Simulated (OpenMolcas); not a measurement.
A run on Fe3+ among 6 point charges of -2.2 e arranged as a trigonal prism (D3h), 1.89 Å from the ion, with a polar angle of 46.2° against the regular 49.1°.

```json
{
  "Program": "OpenMolcas 26.06",
  "Method": "SS-CASPT2, IPEA 0.25 Eh, imaginary shift 0.1 Eh (closed shells correlated: 3s 3p)",
  "Basis": "ANO-RCC-VDZP [5s4p2d1f]",
  "Scalar Hamiltonian": "DKH2, point nucleus",
  "Active space": "5 electrons in 5 orbitals (3d)",
  "State averaging": "2S+1 = 6 even, 1 root; 2S+1 = 4 even, 24 roots; 2S+1 = 2 even, 75 roots",
  "Spin-orbit coupling": "RASSI with atomic mean-field integrals over the reference wave functions"
}
```

First CASPT2 step and the start of its output:

```
&CASPT2
Multistate=1 1
Frozen=5
IPEA=0.25
Imaginary=0.1
MaxIter=60
WThr=0.0 0.3 0.05
PrWF=0.5
NoMix
```

```
--- CASPT2 ---
Orbital specifications:
      -----------------------

      Symmetry species                           1
                                                 a
      Frozen orbitals                            5
      Inactive orbitals                          4
      Active orbitals                            5
      Secondary orbitals                        20
      Deleted orbitals                           0
      Number of basis functions                 34
Type of calculation                        SS-CASPT2
      Fock operator                              state-specific
      IPEA shift                                 0.25
      Real shift                                 0.00
      Imaginary shift                            0.10
      The input orbitals will be transformed to quasi-canonical
Reference energy:       -1280.5770265499
      E2 (Non-variational):      -0.2675711758
      Shift correction:          -0.0000892425
      E2 (Variational):          -0.2676604183
      Total energy:           -1280.8446869682
      Residual norm:              0.0000006936
      Reference weight:           0.95859
      Contributions to the CASPT2 correlation energy
      Active & Virtual Only:         -0.0540751310
      One Inactive Excited:          -0.1369662608
      Two Inactive Excited:          -0.0765297841
::    CASPT2 Root  1     Total energy:  -1280.84468697
--- CASPT2 ---
Orbital specifications:
      -----------------------

      Symmetry species                           1
                                                 a
      Frozen orbitals                            5
      Inactive orbitals                          4
      Active orbitals                            5
      Secondary orbitals                        20
...
```

Over all roots the printed reference weights run from 0.01 to 0.96, and roots that are degenerate in the reference spread by up to 960000 cm-1.

Problem. Did the run give usable levels, and if not, why?

Solution. No. The equations converged, but the reference weight falls to 0.01 for at least one root against 0.96 for the best. A drop of that size marks an intruder state, so the energies of such roots and the levels built on them can't be trusted.
